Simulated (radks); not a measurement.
Valence configurations of neutral osmium (all share [Xe]). Calculated with a radial shooting solver on a logarithmic mesh with Libxc functionals: scalar-relativistic Kohn-Sham, LDA (Slater exchange, Perdew-Wang correlation), spin-polarised, spherical densities, point nucleus; open shells are filled with parallel spins first (spin-orbit coupling, left out, can overturn this in heavy ions). Energies are relative to 4f14 5d6 6s2; eigenvalues in eV for spin up.

valence               E (eV)  moment (Bohr magnetons)    e(4f)    e(5d)   e(6p)    e(6s)
4f14 5d6 6s2           0.000                        4  -52.271   -7.316       -   -6.870
4f14 5d6.5 6s1.5       0.323                        4  -51.020   -6.432       -   -6.546
4f14 5d7 6s1           0.763                        4  -49.840   -5.600       -   -6.235
4f14 5d5.5 6s2 6p0.5   1.950                        5  -54.449   -9.102  -2.300   -7.954
4f14 5d5 6s2 6p1       4.227                        6  -56.647  -10.865  -2.912   -8.965
4f14 5d6 6p2           9.439                        6  -55.355  -10.244  -3.352        -
4f13.5 5d6.5 6s2      24.392                        4  -57.543   -7.776       -   -6.852
4f13 5d7 6s2          50.867                        4  -62.916   -8.227       -   -6.828
4f13 5d6 6s2 6p1      56.658                        6  -67.580  -12.041  -2.888   -9.044
4f12 5d6 6s2 6p2      126.71                        8  -83.806  -17.076  -4.029  -11.115

NIST lists [Xe] 4f14 5d6 6s2 as the ground configuration; this level of theory agrees among the configurations tried. The energies are those of spherical high-spin densities, not of single terms.
